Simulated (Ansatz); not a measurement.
Consider the redistribution: `[NH2][W]([OH])(=[S])=[S]` + `[CH3][In]([NH2])[Cl]` → `[OH][W](=[S])(=[S])[Cl]` + `[CH3][In]([NH2])[NH2]`.

Gas-phase electronic energies from Ansatz, PBE0-D4/def2-TZVP geometries. CCSD(T)/CBS adds triple-zeta CCSD(T) − MP2 to the extrapolated MP2 energy (def2 sets, frozen cores). Elements past krypton have def2 core potentials. For In, W outer-core shells are correlated without core-valence functions, which leaves a few kJ/mol of doubt a bond. Each species was taken in one conformer, which may not be the lowest.

`[NH2][W]([OH])(=[S])=[S]`:

Cartesian coordinates in Å:
```
N 0.390 1.378 -0.206
W -0.200 -0.451 -0.256
O -0.720 -1.013 1.462
S -1.888 -0.553 -1.547
S 1.420 -1.634 -0.959
H 1.356 1.652 -0.112
H -0.211 2.164 -0.405
H -0.147 -1.542 2.024
```

`[CH3][In]([NH2])[Cl]`:

Cartesian coordinates in Å:
```
C 1.563 0.768 -0.217
In -0.332 0.026 0.401
N -1.600 -1.318 -0.374
Cl -1.145 0.688 2.506
H 1.926 1.473 0.529
H 2.267 -0.059 -0.311
H 1.475 1.268 -1.182
H -2.529 -1.358 0.015
H -1.626 -1.487 -1.367
```

`[OH][W](=[S])(=[S])[Cl]`:

```xyz
6

O     0.397    0.798    1.237
W    -0.092   -0.042   -0.351
S     0.895    0.930   -1.953
S     0.501   -2.073   -0.303
Cl   -2.320    0.067   -0.672
H     0.619    0.320    2.042
```

`[CH3][In]([NH2])[NH2]`:

```xyz
11

C    -0.275    1.141   -1.588
In    0.033   -0.106    0.122
N     1.635    0.058    1.350
N    -1.075   -1.754    0.517
H    -0.765    0.579   -2.383
H     0.679    1.522   -1.955
H    -0.908    1.989   -1.321
H     2.122    0.938    1.417
H     1.611   -0.381    2.258
H    -2.009   -1.825    0.145
H    -1.049   -2.160    1.439
```

| species | CCSD(T)/CBS(def2) energy (Eh) |
| --- | --- |
| `[NH2][W]([OH])(=[S])=[S]` | -994.36133 |
| `[CH3][In]([NH2])[Cl]` | -745.42540 |
| `[OH][W](=[S])(=[S])[Cl]` | -1398.25209 |
| `[CH3][In]([NH2])[NH2]` | -341.50613 |

**Question.** Work out ΔE.

**Answer.** ΔE = (-1398.25209) + (-341.50613) − (-994.36133) − (-745.42540) = 0.02851 Eh = +0.78 eV.

Largest T1 diagnostic among the species: 0.022, so the coupled-cluster value is less sure than usual.

At CCSD(T), def2-SVP lies +0.14 eV from the extrapolated value and def2-TZVPP +0.01 eV. In def2-TZVPP, CCSD(T) changes the Hartree–Fock value by −0.28 eV (the triples alone add −0.06 eV) and MP2 by −0.44 eV. Leaving LDA and LC-ωPBE aside and taking each functional with its dispersion term where it has one, the values, not all of them listed here, spread over 0.15 eV, from B2PLYP to BHLYP-D4.
